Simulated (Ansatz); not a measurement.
`C[NH][AlH][O][SiH3]` + `CNB[SiH3]` → `CN([SiH3])B[SiH3]` + `C[NH][AlH][OH]`  (ligand exchange at the Si–O bond)

Program: Ansatz. Geometries: PBE0-D4/def2-TZVP. ΔE: electronic, gas phase. CCSD(T)/CBS adds triple-zeta CCSD(T) − MP2 to the extrapolated MP2 energy (def2 sets, frozen cores). DFT in def2-TZVPP. One conformer a species, not always the lowest.

`C[NH][AlH][O][SiH3]`:

Cartesian coordinates in Å:
```
C 1.254 1.603 0.333
N 0.339 1.146 1.358
Al -0.810 -0.188 1.296
O -0.911 -1.099 -0.118
Si -0.794 -1.786 -1.580
H 1.152 0.983 -0.560
H 2.301 1.542 0.652
H 1.058 2.639 0.031
H 0.405 1.697 2.201
H -1.722 -0.520 2.534
H 0.256 -1.113 -2.395
H -0.436 -3.224 -1.447
H -2.090 -1.681 -2.304
```

`CNB[SiH3]`:

Cartesian coordinates in Å:
```
C 0.629 2.034 -0.131
N 0.006 0.769 0.190
B 0.266 -0.459 -0.394
Si -0.723 -2.106 0.210
H -0.110 2.766 -0.472
H 1.356 1.879 -0.927
H 1.148 2.453 0.736
H -0.685 0.834 0.923
H 1.095 -0.494 -1.262
H -1.488 -2.732 -0.907
H 0.207 -3.147 0.735
H -1.702 -1.797 1.299
```

`CN([SiH3])B[SiH3]`:

Z-matrix (Å, degrees):
```
C
N 1 1.461
H 1 1.090 2 109.7
H 1 1.095 2 111.0 3 -120.0
H 1 1.095 2 111.0 3 120.0
Si 2 1.753 1 114.6 3 -179.4
B 2 1.397 1 121.4 3 0.6
H 6 1.487 2 109.2 1 -58.7
H 6 1.479 2 109.3 1 -179.7
H 6 1.487 2 109.2 1 59.3
Si 7 2.029 2 124.9 1 179.9
H 7 1.204 2 116.7 1 -0.1
H 11 1.493 7 112.6 2 -60.5
H 11 1.490 7 110.1 2 179.9
H 11 1.493 7 112.6 2 60.4
```

`C[NH][AlH][OH]`:

```xyz
10

C     1.257    0.486   -0.460
N     0.229   -0.523   -0.585
Al   -1.290   -0.706    0.302
O    -1.756    0.384    1.514
H     1.405    1.051   -1.389
H     0.981    1.210    0.311
H     2.227    0.065   -0.170
H     0.454   -1.204   -1.295
H    -2.250   -1.908   -0.030
H    -1.257    1.145    1.801
```

| species | r2SCAN energy (Eh) |
| --- | --- |
| `C[NH][AlH][O][SiH3]` | -704.88055 |
| `CNB[SiH3]` | -411.97985 |
| `CN([SiH3])B[SiH3]` | -702.66346 |
| `C[NH][AlH][OH]` | -414.16296 |

(1) Work out ΔE.

Largest T1 diagnostic among the species: 0.014.

## Answers

(1) ΔE = (-702.66346) + (-414.16296) − (-704.88055) − (-411.97985) = 0.03398 Eh = +89.2 kJ/mol. CCSD(T)/CBS gives +84.0 kJ/mol.

From PBE to PBE0 (25 % exact exchange), in def2-TZVPP and without D4, ΔE moves by +3.5 kJ/mol. The D4 term adds −9.0 kJ/mol with B3LYP and −4.6 kJ/mol with PBE0; it sums over pairs of atoms, weighted by their polarisabilities, and B3LYP, whose exchange is more repulsive, gets the larger term. In def2-TZVPP, CCSD(T) changes the Hartree–Fock value by −26.1 kJ/mol (the triples alone add −4.2 kJ/mol) and MP2 by −28.2 kJ/mol.

B3LYP here is the variant with VWN-RPA as its local correlation; programs differ in this.
